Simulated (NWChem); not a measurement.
System: formamidinium (CH$_{5}$N$_{2}$ cation); SMILES NC=[NH2+]

```xyz
8

N     -1.1744     0.0000     0.1820
C      0.0000     0.0000    -0.4179
N      1.1744     0.0000     0.1820
H     -1.2857     0.0000     1.2019
H     -2.0327     0.0000    -0.3766
H      0.0000     0.0000    -1.5215
H      1.2857     0.0000     1.2019
H      2.0327     0.0000    -0.3766
```
Atoms are numbered in this order, from 1.

Program: NWChem. Coordinates come from a PBE-D3(BJ)/def2-SVP optimisation. Atomic charges in e: unrestrained fits to the electrostatic potential beside Mulliken populations; buried atoms are poorly determined by the fit.

Q: Predict the results for B3LYP/def2-SVP. Quantities: ESP N1; Mulliken N1; ESP C2; Mulliken C2; ESP N3; Mulliken N3; relative RMS misfit of the potential (%).

A: 
```json
{
 "ESP N1": "-0.58",
 "Mulliken N1": "-0.03",
 "ESP C2": "0.47",
 "Mulliken C2": "0.14",
 "ESP N3": "-0.57",
 "Mulliken N3": "-0.03",
 "relative RMS misfit of the potential (%)": "2"
}
```
